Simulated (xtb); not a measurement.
CH5FO2Si2, SMILES F[Si@H]1OCO[SiH2]1. All values are semi-empirical tight-binding results from xtb (GFN2-xTB unless named), good for trends rather than for accurate numbers. Geometry: GFN2-xTB. The structure was generated by enumeration; whether it is a known compound was not checked. Other conformers were not sampled.

Computed properties:
```yaml
orbital_gap: 4.40 eV
dipole_moment: 1.80 D
zero_point_energy: 40.0 kcal/mol
G − E(el) at 298.15 K (modified RRHO): 19.6 kcal/mol
static polarisability (D4 model): 76.0 bohr³
solvation energy, GFN2-xTB/ALPB(water): 0.2 kcal/mol
solvation energy, GFN2-xTB/ALPB(toluene): -2.4 kcal/mol
```
